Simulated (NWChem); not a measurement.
System: AgH₃O₂; SMILES [OH][Ag]<-[OH2]

```xyz
6

Ag     0.0192    -0.0707    -0.0084
O     -0.1083    -2.0442     0.0543
H      0.6725    -2.3992    -0.3867
O      0.0020     2.1278    -0.0080
H      0.0304     2.5326     0.8670
H     -0.7557     2.5230    -0.4555
```
Atoms are numbered in this order, from 1.

Results from NWChem. All runs use the structure optimised with PBE0/def2-SVP. def2 effective core potentials on Ag; no spin-orbit coupling. Total energies compare along this basis series because the functional is fixed.

```csv
level,basis functions,energy (Ha),highest occupied level (eV),orbital gap (eV),dipole (D)
PBE/def2-SVP,74,-298.9356,…,2.53,…
PBE/def2-SVPD,104,-298.9634,-4.84,2.57,6.75
PBE/def2-TZVP,120,-299.1659,-4.71,2.55,6.54
PBE/def2-TZVPP,160,-299.1723,-4.73,2.59,6.45
```

**Question.** What belongs in the gaps?

**Answer.** 
- PBE/def2-SVP, highest occupied level (eV): -4.41
- PBE/def2-SVP, dipole (D): 6.29
